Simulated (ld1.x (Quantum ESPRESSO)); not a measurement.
## What one change does to a pseudopotential (Pb (Z = 82), TM)

| Quantity | Value |
| --- | --- |
| Element | Pb |
| Generator | ld1.x (Quantum ESPRESSO) 7.5 |
| Type | norm-conserving Troullier–Martins (Kleinman–Bylander form) |
| Functional | PBEsol |
| Relativity | scalar-relativistic |
| Frozen core | [Xe] 4f14 |
| Valence charge | 14 |
| Reference configuration | 5d10 6s2 6p2 |
| Partial waves | 6s (bound): rc 1.45 bohr; 6p (bound): rc 2.65 bohr; 5f channel at 0.25 Ry: rc 2.85 bohr; 5d (bound): rc 1.60 bohr |
| Local potential | the d channel |
| Core correction | Bessel-smoothed model core inside 0.70 bohr |

All-electron outer shells of the reference configuration (PBEsol, scalar-relativistic, ld1.x):

| shell | level (eV) | outermost node (bohr) | outermost maximum (bohr) |
| --- | --- | --- | --- |
| 4f | -132.94 | – | 0.35 |
| 5p | -85.81 | 0.49 | 0.88 |
| 5d | -21.16 | 0.52 | 1.07 |
| 6s | -12.10 | 1.01 | 1.95 |
| 6p | -3.52 | 1.18 | 2.63 |

Change: core correction Bessel-smoothed model core inside 0.94 bohr.

Cutoffs: the cutoffs (Ry, on a coarse ladder) from which the occupation-weighted sum of valence levels, in a spherical-Bessel basis at the reference potential, stays within 10 and 1 mRy of its value at 400 Ry; they do not see the model core or the augmentation charge, which bear on the density cutoff. Errors are all-electron minus pseudo energies relative to the spin-unpolarised reference configuration.

Problem. How do hardness, ghosts and transferability respond?

Solution. The potential gets neither clearly harder nor softer (90 Ry and 180 Ry → 90 Ry and 180 Ry); both files keep a bound ghost (f, p, s); the errors of the 7 common tests hardly move. A wider model core is smoother and lowers the density cutoff, which this test does not measure.

```tsv
quantity	base	changed
cutoff, loose	90 Ry	90 Ry
cutoff, tight	180 Ry	180 Ry
bound ghosts	f, s, p	f, s, p
error for 5d10 6s2 6p1, meV [ΔE 6.60 eV]	-5.7	-5.7
error for 5d10 6s2 6p0, meV [ΔE 20.04 eV]	-24	-24
error for 5d10 6s1 6p0, meV [ΔE 52.52 eV]	-48	-47
error for 5d10 6s0 6p4, meV [ΔE 17.91 eV]	-74	-72
error for 5d10 6s0 6p0, meV [ΔE 95.24 eV]	-99	-96
error for 5d10 6s2 6p2.3, meV [ΔE -0.80 eV]	+0.3	+0.3
error for 5d10 6s2 6p1.5, meV [ΔE 2.50 eV]	-1.6	-1.6
s: phases at 3.12 bohr within 0.05 rad from the reference energy up to (Ry; the scan ends near 5)	1.6	1.6
p: phases at 3.12 bohr within 0.05 rad from the reference energy up to (Ry; the scan ends near 5)	n/a	n/a
d: phases at 3.12 bohr within 0.05 rad from the reference energy up to (Ry; the scan ends near 5)	to the end of the scan	to the end of the scan
f: phases at 3.12 bohr within 0.05 rad from the reference energy up to (Ry; the scan ends near 5)	3.0	3.0
```

Changed file: These tests converged, but a pseudo level misses the all-electron one widely, so the file describes the atom poorly there or has found another state: 5d10 6s1 6p0: empty 6p by 3.0 eV; 5d10 6s0 6p0: empty 6p by 6.3 eV. A true bound ghost makes a file unfit for plane-wave use even where its test errors are small: the radial tests pick states by their node count and pass the ghost by.
